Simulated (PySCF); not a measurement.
## State search for MoCl

Unrestricted PBE0; Mo def2-TZVPP with ECP28, Cl def2-TZVPP; scalar-relativistic core potentials (PySCF 2.14). Outer shells of the fragments: Mo 4d5 5s1; Cl 3s2 3p5.

Followed along the bond (rough minima from three points):

```
2Ms+1         unpaired  ⟨S²⟩ at the start  R at minimum (Å)  Te (eV)
    6  σ ↑, π ↑↑, δ ↑↑               8.76              2.29     0.00
    4  σ ↑, π ↑↓, δ ↑↑               4.76              2.27     1.34
    6  σ ↑↑, π ↑, δ ↑↑               8.77              2.33     1.50
    4  σ ↓, π ↑↑, δ ↑↑               4.76              2.27     1.57
    2  σ ↑, π ↓↓, δ ↑↑               2.76              2.26     1.94
```

Solutions found at the starting distance of 2.265 Å, counted from the lowest of them; the search is not exhaustive and high or unbound solutions are not listed, so other states can lie among these:

| 2Ms+1 | unpaired | term | E (eV) | ⟨S²⟩ | ⟨Lz²⟩ | μ (D) |
| --- | --- | --- | --- | --- | --- | --- |
| 6 | σ ↑, π ↑↑, δ ↑↑ | ⁶Σ⁺ | 0.00 | 8.76 | 0.00 | -4.27 |
| 4 | σ ↑, π ↑↓, δ ↑↑ | mixed | 1.33 | 4.76 | 2.03 | -4.17 |
| 6 | σ ↑↑, π ↑, δ ↑↑ | ⁶Π | 1.52 | 8.77 | 1.00 | -0.72 |
| 4 | σ ↓, π ↑↑, δ ↑↑ | mixed | 1.56 | 4.76 | 0.00 | -4.05 |
| 4 | π ↑, δ ↑↑ | mixed | 1.75 | 3.88 | 1.77 | -3.67 |
| 2 | σ ↑, π ↓↓, δ ↑↑ | mixed | 1.94 | 2.76 | 0.00 | -4.28 |
| 4 | π ↑↑, δ ↑ | ⁴Δ | 2.12 | 3.76 | 4.00 | -3.86 |
| 4 | σ ↑, δ ↑↑ | mixed | 2.27 | 3.76 | 2.04 | -3.78 |
| 6 | σ ↑↑, π ↑↑, δ ↑ | ⁶Δ | 2.29 | 8.75 | 4.00 | -1.34 |
| 4 | π ↑, δ ↑↑ | mixed | 2.31 | 3.76 | 2.84 | -4.25 |
| 4 | σ ↑, π ↑, δ ↑ | mixed | 2.34 | 3.76 | 5.11 | -4.02 |
| 2 | π ↓, δ ↑↑ | mixed | 2.58 | 1.81 | 2.30 | -4.10 |
| 4 | σ ↑↑, π ↓, δ ↑↑ | mixed | 2.82 | 4.76 | 1.01 | -0.56 |
| 2 | π ↑↓, δ ↑ | mixed | 2.91 | 1.76 | 6.37 | -3.73 |

A term symbol is given only where ⟨S²⟩ and ⟨Lz²⟩ are close to those of a pure state; real π, δ and φ orbitals otherwise mix terms. A positive dipole means Mo(−)Cl(+).

Spin–orbit coupling is left out. The state is the lowest single determinant that the PBE0 search found; with open d or f shells the true ground state can be another one.
